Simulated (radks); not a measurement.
Cr21+, configuration [He] 2s1 (the NIST ground configuration). Calculated with a radial shooting solver on a logarithmic mesh with Libxc functionals: non-relativistic Kohn-Sham, PBE, spin-polarised, spherical densities, point nucleus; open shells are filled with parallel spins first. Some entries of the table are withheld. Estimate them.

| orbital | occ. | eigenvalue (eV) | <r^2> (bohr^2) | <1/r> (bohr^-1) |
|---|---|---|---|---|
| 1s up | 1 | (1) | (2) | (3) |
| 1s down | 1 | (4) | (5) | (6) |
| 2s up | 1 | -1672.354 | 0.08104 | 5.657 |

Answer. 
(1) 1s up eigenvalue (eV): -7160.165
(2) 1s up <r^2> (bohr^2): 0.005423
(3) 1s up <1/r> (bohr^-1): 23.66
(4) 1s down eigenvalue (eV): -7153.716
(5) 1s down <r^2> (bohr^2): 0.005420
(6) 1s down <1/r> (bohr^-1): 23.65
